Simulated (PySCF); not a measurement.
1-chloro-1-fluoroethene (C2H2ClF), SMILES C(=C)(F)Cl. Atoms are numbered in the order given.

```xyz
6

C      1.0662    -1.2726     0.0000
C      0.0143    -0.4565     0.0000
F     -1.2414    -0.8904     0.0000
Cl     0.1004     1.2712     0.0000
H      2.0777    -0.8716     0.0000
H      0.9048    -2.3511     0.0000
```
Charge 0, spin multiplicity 1.

Geometry: TPSSh-D3(BJ)/def2-SVP.

Method: PBE0/pcJ-1 run with PySCF.

Isotropic couplings with Fermi-contact, spin-dipole and both spin-orbit terms, one fixed conformer, no vibrational averaging. Isotopes: 13C, 19F, 1H.

Computed spin–spin coupling constants:
```
pair   bonds apart  J (Hz)
-----  -----------  ------
C1–C2            1   112.6
C1–H5            1   173.1
C1–H6            1   166.7
C2–F3            1  -403.7
C1–F3            2    23.8
C2–H5            2     1.2
C2–H6            2    -3.4
H5–H6            2    -5.1
F3–H5            3    31.2
F3–H6            3     2.2
```
